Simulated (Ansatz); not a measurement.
Isomers of C2HNO. Gas-phase values, no solvent. Strings in code marks are SMILES.

Quantity: electronic energy of isomers of C2HNO relative to `N#CC=O`, in kcal/mol. The restricted reference of `N#CC=O` is unstable towards unrestricted orbitals.

Case: `O=c1cn1`. Geometry of `c1c(n1)=O` (neutral, multiplicity 1, Å):

```xyz
5

O      1.7785    -0.4191     0.3104
C      0.6712    -0.0577     0.0908
C     -0.6330    -0.0899    -0.3857
N     -0.2634     0.9818     0.2550
H     -1.5532    -0.4151    -0.8659
```

Question: What is the computed electronic energy of isomers of C2HNO relative to `N#CC=O` (frozen-core CCSD(T)/6-31g // PBE0-D3(BJ)/def2-TZVP (Ansatz, a quantum-chemistry and plane-wave program))?

Answer: 57.0 kcal/mol.
